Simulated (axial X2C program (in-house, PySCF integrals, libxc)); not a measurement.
# Outer orbitals of SnBr at 2.527 Å, TPSSh

All values were computed with an in-house all-electron X2C program for linear molecules (integrals from PySCF). Spin-free means the one-electron spin-free X2C Hamiltonian; two-component (2c) means X2C with spin–orbit coupling and atomic mean-field two-electron Coulomb and Gaunt terms, so the difference of the two also holds small scalar two-electron terms. Basis: Sn dyall-cv3z [11s12p9d4f1g], Br dyall-cv3z [8s9p6d4f1g] (cores contracted in-house); Gaussian nuclei, density fitting, unrestricted open shells. Masses: Sn 119.902 u, Br 78.918 u.

The distance is close to the 2c PBE0 minimum; the highest filled and lowest empty levels are listed.

Spin-free orbitals, state M_S = 1/2, Λ = 1 (beyond evenly filled blocks: π+α) (Löwdin shares):

```tsv
symmetry	occupied	ε (eV)	atomic character
δ+α	yes	-27.52	100% Sn d
σα	yes	-27.51	99% Sn d
δ-α	yes	-27.50	100% Sn d
π+α	yes	-27.47	100% Sn d
σβ	yes	-27.46	99% Sn d
π-α	yes	-27.46	100% Sn d
π+β	yes	-27.39	100% Sn d
π-β	yes	-27.39	100% Sn d
δ-β	yes	-27.38	100% Sn d
δ+β	yes	-27.38	100% Sn d
σα	yes	-20.50	84% Br s, 6% Sn p, 4% Sn d
σβ	yes	-20.46	84% Br s, 6% Sn p, 5% Sn d
σα	yes	-12.19	72% Sn s, 23% Br p, 3% Br s
σβ	yes	-11.53	65% Sn s, 29% Br p, 3% Br s
σα	yes	-7.99	55% Br p, 25% Sn p, 16% Sn s
π+α	yes	-7.83	87% Br p, 9% Sn p, 3% Sn d
π-α	yes	-7.77	87% Br p, 9% Sn p, 3% Sn d
σβ	yes	-7.74	49% Br p, 24% Sn p, 23% Sn s
π-β	yes	-7.70	90% Br p, 6% Sn p, 3% Sn d
π+β	yes	-7.70	90% Br p, 6% Sn p, 3% Sn d
π+α	yes	-4.45	88% Sn p, 9% Br p
π-α	no	-3.78	89% Sn p, 8% Br p
π-β	no	-2.88	91% Sn p, 6% Br p
π+β	no	-2.88	91% Sn p, 6% Br p
σα	no	-1.38	62% Sn p, 13% Sn d, 12% Br p
```

Spinors with spin–orbit coupling (state Ω = 1/2):

```
   ω  occupied  ε (eV)              atomic character     λ mixture
 3/2       yes  -28.02                     100% Sn d  84% δ, 16% π
 1/2       yes  -27.98                     100% Sn d  60% π, 40% σ
-1/2       yes  -27.96                     100% Sn d  54% π, 46% σ
-3/2       yes  -27.91                     100% Sn d  77% δ, 23% π
-5/2       yes  -27.04                     100% Sn d        100% δ
 1/2       yes  -27.00                      99% Sn d  60% σ, 40% π
-1/2       yes  -27.00                     100% Sn d  54% σ, 46% π
-3/2       yes  -26.97                     100% Sn d  77% π, 23% δ
 3/2       yes  -26.94                     100% Sn d  84% π, 16% δ
 5/2       yes  -26.91                     100% Sn d        100% δ
-1/2       yes  -20.48    84% Br s, 6% Sn p, 4% Sn d        100% σ
 1/2       yes  -20.44    84% Br s, 6% Sn p, 5% Sn d        100% σ
-1/2       yes  -12.15   72% Sn s, 23% Br p, 3% Br s        100% σ
 1/2       yes  -11.48   65% Sn s, 30% Br p, 3% Br s        100% σ
-1/2       yes   -8.06  66% Br p, 18% Sn p, 12% Sn s  70% σ, 30% π
 1/2       yes   -8.01   82% Br p, 10% Sn p, 4% Sn s  85% π, 15% σ
-1/2       yes   -7.73   78% Br p, 13% Sn p, 4% Sn s  70% π, 30% σ
 1/2       yes   -7.67  54% Br p, 24% Sn p, 19% Sn s  84% σ, 16% π
-3/2       yes   -7.60    87% Br p, 9% Sn p, 3% Sn d        100% π
 3/2       yes   -7.53    90% Br p, 6% Sn p, 3% Sn d        100% π
 1/2       yes   -4.57             88% Sn p, 9% Br p   99% π, 1% σ
-3/2        no   -3.59             89% Sn p, 8% Br p        100% π
-1/2        no   -2.99             91% Sn p, 6% Br p   99% π, 1% σ
 3/2        no   -2.69             91% Sn p, 6% Br p        100% π
-1/2        no   -1.34  63% Sn p, 13% Sn d, 12% Br p   99% σ, 1% π
```

**Question.** How does the gap between the highest filled and lowest empty level change from the spin-free to the 2c table?

**Answer.** From 0.67 to 0.98 eV at TPSSh, a change of 0.31 eV.

Mulliken charges and populations of the two-component result (they depend on the basis, above all on diffuse functions):

Sn 0.31 e (s 9.96 p 19.64 d 20.07 f 0.02), Br -0.31 e (s 7.98 p 17.31 d 10.03). ⟨Lz⟩ = 1.00 ħ and ⟨Sz⟩ = -0.50 ħ (-0.50 and 0.00 on the two atoms), which add up to Ω.

The state is a single determinant with fixed occupations, the lowest that a limited PBE0 search found. Density functionals use the spin component along the axis (collinear). The functionals have no current-density term, which raises determinants with orbital currents, atoms included.
